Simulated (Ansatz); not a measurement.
Isomers of CH₄GeO, relaxed with PBE0-D4/def2-TZVP in Ansatz; electronic energies, one conformer each and not always the lowest. Functionals use def2-TZVPP; CBS adds triple-zeta CCSD(T) − MP2 to the MP2 limit of def2-TZVPP and def2-QZVPP.

Outer-core shells of Ge are correlated without core-valence functions. Scalar relativity is left out up to krypton. Spin–orbit coupling is left out.

Q: Order them by energy at frozen-core CCSD(T)/CBS, lowest first. (Estimate.)
A. `[CH3][Ge][OH]`
B. `C[O][GeH]`
C. `O=[CH][GeH3]`

A: A (0.0 kcal/mol), B (22.6 kcal/mol), C (36.5 kcal/mol).

Q: How do ωB97M-V, B3LYP-D4, B3LYP, B2PLYP place them (kcal/mol, against `[CH3][Ge][OH]`)? (Best estimate.)

A: Ansatz gave: 
```json
{"isomer": "`O=[CH][GeH3]`", "ωB97M-V": "36.5", "B3LYP-D4": "35.5", "B3LYP": "35.1", "B2PLYP": "34.8"}
{"isomer": "`C[O][GeH]`", "ωB97M-V": "21.5", "B3LYP-D4": "19.8", "B3LYP": "19.8", "B2PLYP": "20.9"}
```

B3LYP here is the variant with VWN-RPA as its local correlation; programs differ in this.
